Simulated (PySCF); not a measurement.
## The second ionisation energy along group 6

Calculated with PySCF 2.14 from differences of total energies of unrestricted determinants, without spin-orbit coupling. Values in eV. The last column holds reference values (NIST; (s) semi-empirical, (t) theoretical, else measured). Unmarked ones compare directly (S terms, centres of terms, or small fine structure); those marked * lie between the lowest fine-structure levels and include a spin-orbit shift.

```
                           element                     configurations     UHF  MP2 (valence)  SCS-MP2 (valence)           reference
    Cr (cc-pVTZ, non-relativistic)                [Ar] 3d5 → [Ar] 3d4  15.134         16.103             15.457            16.486 *
Mo (cc-pVTZ-PP with ECP28MDF, ECP)                [Kr] 4d5 → [Kr] 4d4  15.082         15.738             15.301  16.16 ± 0.12 (s) *
 W (cc-pVTZ-PP with ECP60MDF, ECP)  [Xe] 4f14 5d4 6s1 → [Xe] 4f14 5d4  14.993         15.487             15.158  16.37 ± 0.15 (s) *
```

"Valence" correlates the outer s and p shells and, in groups 3 to 12 and the f block, the outer d or f shell, open or full, or the next shell where the ion has no valence electron left; the wider scheme adds the next inner shell.
